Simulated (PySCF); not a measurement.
FNa, triplet, at the geometry of the source list (a higher spin typed on purpose: for a closed-shell molecule this is an excited state); CASSCF(8,8)/cc-pVDZ (PySCF).

The PySCF input:
```python
from pyscf import gto, scf, mcscf
import numpy

mol = gto.M(
    atom='''
Na   -0.447700   -0.406900   -0.634100
F     0.447700    0.406900    0.634100
''',
    basis='cc-pvdz',
    charge=0,
    spin=2,
    verbose=4,
)

mf = scf.ROHF(mol)
mf.kernel()
mc = mcscf.CASSCF(mf, 8, 8)
mc.fix_spin_(ss=2.0)
mc.kernel()
occ = numpy.linalg.eigvalsh(mc.fcisolver.make_rdm1(mc.ci, mc.ncas, mc.nelecas))[::-1]
ss = mc.fcisolver.spin_square(mc.ci, mc.ncas, mc.nelecas)[0]
print('natural occupations', occ.round(4), ' <S^2>', round(ss, 4))
```

Question: Write the output that PySCF gives for this input, abridged.

Answer: 
```
PySCF version 2.14.0

[INPUT] verbose = 4
[INPUT] num. atoms = 2
[INPUT] num. electrons = 20
[INPUT] charge = 0
[INPUT] spin (= nelec alpha-beta = 2S) = 2
[INPUT] symmetry False subgroup None
[INPUT] Mole.unit = angstrom
[INPUT] Symbol           X                Y                Z      unit          X                Y                Z       unit  Magmom
[...]
nuclear repulsion = 29.8883189617694
number of shells = 10
number of NR pGTOs = 67
number of NR cGTOs = 32
basis = cc-pvdz
ecp = {}

******** <class 'pyscf.scf.rohf.ROHF'> ********
method = ROHF
initial guess = minao
damping factor = 0
level_shift factor = 0
DIIS = <class 'pyscf.scf.diis.CDIIS'>
diis_start_cycle = 1
diis_space = 8
diis_damp = 0
SCF conv_tol = 1e-09
SCF conv_tol_grad = None
SCF max_cycles = 50
direct_scf = True
direct_scf_tol = 1e-13
num. doubly occ = 9  num. singly occ = 2
Set gradient conv threshold to 3.16228e-05
init E= -260.978651913975
[...]
cycle= 1 E= -261.158606547041  delta_E= -0.18  |g|= 0.17  |ddm|= 0.937
[...]
cycle= 2 E= -261.172278231132  delta_E= -0.0137  |g|= 0.0747  |ddm|= 0.365
[...]
cycle= 3 E= -261.173421452026  delta_E= -0.00114  |g|= 0.00883  |ddm|= 0.0705
[...]
cycle= 4 E= -261.173526216152  delta_E= -0.000105  |g|= 0.00316  |ddm|= 0.0466
[...]
cycle= 5 E= -261.173535201155  delta_E= -8.99e-06  |g|= 0.000596  |ddm|= 0.00997
[...]
cycle= 6 E= -261.173536129264  delta_E= -9.28e-07  |g|= 0.000249  |ddm|= 0.00294
[...]
cycle= 7 E= -261.173536273211  delta_E= -1.44e-07  |g|= 5.98e-05  |ddm|= 0.000885
[...]
cycle= 8 E= -261.17353628518  delta_E= -1.2e-08  |g|= 1.86e-05  |ddm|= 0.000264
[...]
cycle= 9 E= -261.173536285907  delta_E= -7.27e-10  |g|= 3.38e-06  |ddm|= 7.79e-05
[...]
Extra cycle  E= -261.173536285924  delta_E= -1.73e-11  |g|= 1.67e-06  |ddm|= 1.81e-05
converged SCF energy = -261.173536285924

******** <class 'pyscf.mcscf.mc1step.CASSCF'> ********
CAS (5e+3e, 8o), ncore = 6, nvir = 18
max_cycle_macro = 50
max_cycle_micro = 4
conv_tol = 1e-07
conv_tol_grad = None
orbital rotation max_stepsize = 0.02
orbital rotation threshold for CI restart = 0.01
augmented hessian ah_max_cycle = 30
augmented hessian ah_conv_tol = 1e-12
augmented hessian ah_linear dependence = 1e-14
augmented hessian ah_level shift = 1e-08
augmented hessian ah_start_tol = 2.5
augmented hessian ah_start_cycle = 3
augmented hessian ah_grad_trust_region = 3
kf_trust_region = 3
kf_interval = 4
ci_response_space = 4
ci_grad_trust_region = 3
with_dep4 0
natorb = False
canonicalization = True
sorting_mo_energy = False
ao2mo_level = 2
internal_rotation = False
******** <class 'pyscf.fci.addons.SpinPenaltyFCISolver'> ********
max. cycles = 50
conv_tol = 1e-08
davidson only = True
linear dependence = 1e-12
level shift = 0.001
max iter space = 12
nroots = 1
pspace_size = 400
spin = None
CASCI E = -261.173621415876  S^2 = 2.0000000
Set conv_tol_grad to 0.000316228
macro iter   1 (  7 JK    2 micro), CASSCF E = -261.173796123796  dE = -1.74707921e-04  S^2 = 2.0000000
               |grad[o]|=0.000476  |grad[c]|=0.00258  |ddm|=0.00934  |maxRot[o]|=0.0687
macro iter   2 (  7 JK    2 micro), CASSCF E = -261.174318024837  dE = -5.21901041e-04  S^2 = 2.0000000
               |grad[o]|=0.00135  |grad[c]|=0.00376  |ddm|=0.0129  |maxRot[o]|=0.0699
macro iter   3 ( 21 JK    4 micro), CASSCF E = -261.184238054821  dE = -9.92002998e-03  S^2 = 2.0000000
               |grad[o]|=0.00361  |grad[c]|=0.0351  |ddm|=0.0606  |maxRot[o]|=0.308
macro iter   4 ( 21 JK    4 micro), CASSCF E = -261.204579938637  dE = -2.03418838e-02  S^2 = 2.0000000
               |grad[o]|=0.0251  |grad[c]|=0.0286  |ddm|=0.0209  |maxRot[o]|=0.312
macro iter   5 ( 21 JK    4 micro), CASSCF E = -261.224568103642  dE = -1.99881650e-02  S^2 = 2.0000000
               |grad[o]|= 0.03  |grad[c]|=0.0223  |ddm|=0.0098  |maxRot[o]|=0.306
macro iter   6 ( 21 JK    4 micro), CASSCF E = -261.230320641988  dE = -5.75253835e-03  S^2 = 2.0000000
               |grad[o]|=0.0153  |grad[c]|=0.0225  |ddm|=0.00691  |maxRot[o]|=0.182
[...]
               |grad[o]|=0.00994  |grad[c]|=0.00978  |ddm|=0.000751  |maxRot[o]|=0.00241
macro iter  33 ( 21 JK    4 micro), CASSCF E = -261.236623908880  dE = -5.69840887e-06  S^2 = 2.0000000
               |grad[o]|=0.00992  |grad[c]|=0.00977  |ddm|=0.000748  |maxRot[o]|=0.00195
macro iter  34 ( 21 JK    4 micro), CASSCF E = -261.236629824319  dE = -5.91543932e-06  S^2 = 2.0000000
               |grad[o]|=0.00991  |grad[c]|=0.00977  |ddm|=0.000745  |maxRot[o]|=0.00158
macro iter  35 ( 12 JK    3 micro), CASSCF E = -261.236806637553  dE = -1.76813233e-04  S^2 = 2.0000000
               |grad[o]|=0.00989  |grad[c]|=0.00139  |ddm|=0.000113  |maxRot[o]|= 0.01
macro iter  36 ( 21 JK    4 micro), CASSCF E = -261.236809746667  dE = -3.10911446e-06  S^2 = 2.0000000
               |grad[o]|=0.0097  |grad[c]|=0.00947  |ddm|=0.000739  |maxRot[o]|=0.00165
macro iter  37 ( 21 JK    4 micro), CASSCF E = -261.236813258304  dE = -3.51163732e-06  S^2 = 2.0000000
               |grad[o]|=0.0097  |grad[c]|=0.00946  |ddm|=0.00072  |maxRot[o]|=0.0011
macro iter  38 ( 21 JK    4 micro), CASSCF E = -261.236817000703  dE = -3.74239835e-06  S^2 = 2.0000000
               |grad[o]|=0.00969  |grad[c]|=0.00946  |ddm|=0.000717  |maxRot[o]|=0.00088
macro iter  39 ( 21 JK    4 micro), CASSCF E = -261.236820866582  dE = -3.86587971e-06  S^2 = 2.0000000
               |grad[o]|=0.00968  |grad[c]|=0.00946  |ddm|=0.000716  |maxRot[o]|=0.000768
macro iter  40 ( 21 JK    4 micro), CASSCF E = -261.236824829938  dE = -3.96335525e-06  S^2 = 2.0000000
               |grad[o]|=0.00967  |grad[c]|=0.00945  |ddm|=0.000715  |maxRot[o]|=0.000828
macro iter  41 ( 21 JK    4 micro), CASSCF E = -261.236828864938  dE = -4.03500019e-06  S^2 = 2.0000000
               |grad[o]|=0.00966  |grad[c]|=0.00945  |ddm|=0.000714  |maxRot[o]|=0.000892
macro iter  42 ( 21 JK    4 micro), CASSCF E = -261.236832939541  dE = -4.07460334e-06  S^2 = 2.0000000
               |grad[o]|=0.00965  |grad[c]|=0.00945  |ddm|=0.000713  |maxRot[o]|=0.000961
macro iter  43 ( 21 JK    4 micro), CASSCF E = -261.236837014254  dE = -4.07471288e-06  S^2 = 2.0000000
               |grad[o]|=0.00964  |grad[c]|=0.00945  |ddm|=0.000712  |maxRot[o]|=0.00103
macro iter  44 ( 21 JK    4 micro), CASSCF E = -261.236841039994  dE = -4.02573949e-06  S^2 = 2.0000000
               |grad[o]|=0.00963  |grad[c]|=0.00944  |ddm|=0.000711  |maxRot[o]|=0.00111
macro iter  45 ( 21 JK    4 micro), CASSCF E = -261.236844956428  dE = -3.91643437e-06  S^2 = 2.0000000
               |grad[o]|=0.00962  |grad[c]|=0.00944  |ddm|=0.000711  |maxRot[o]|=0.00119
macro iter  46 ( 21 JK    4 micro), CASSCF E = -261.236848690405  dE = -3.73397665e-06  S^2 = 2.0000000
               |grad[o]|=0.00961  |grad[c]|=0.00944  |ddm|=0.00071  |maxRot[o]|=0.00128
macro iter  47 ( 21 JK    4 micro), CASSCF E = -261.236852154699  dE = -3.46429397e-06  S^2 = 2.0000000
               |grad[o]|=0.0096  |grad[c]|=0.00944  |ddm|=0.00071  |maxRot[o]|=0.00137
macro iter  48 ( 21 JK    4 micro), CASSCF E = -261.236855247348  dE = -3.09264976e-06  S^2 = 2.0000000
               |grad[o]|=0.00959  |grad[c]|=0.00944  |ddm|=0.000709  |maxRot[o]|=0.00147
macro iter  49 ( 21 JK    4 micro), CASSCF E = -261.236857851924  dE = -2.60457614e-06  S^2 = 2.0000000
               |grad[o]|=0.00958  |grad[c]|=0.00943  |ddm|=0.000709  |maxRot[o]|=0.00156
macro iter  50 ( 21 JK    4 micro), CASSCF E = -261.236859839285  dE = -1.98736052e-06  S^2 = 2.0000000
               |grad[o]|=0.00958  |grad[c]|=0.00943  |ddm|=0.000708  |maxRot[o]|=0.00165
1-step CASSCF not converged,  50 macro (902 JK 183 micro) steps
CASSCF canonicalization
Density matrix diagonal elements [1.9940682  1.98645573 1.98645573 1.00002672 1.00001217 0.01328274
 0.01328274 0.00641597]
CASSCF energy = -261.236859839285
CASCI E = -261.236859839285  E(CI) = -25.3475804419601  S^2 = 2.0000000
natural occupations [1.9941 1.9867 1.9867 1.0001 0.9999 0.013  0.013  0.0064]  <S^2> 2.0
```

Convergence was not reached.
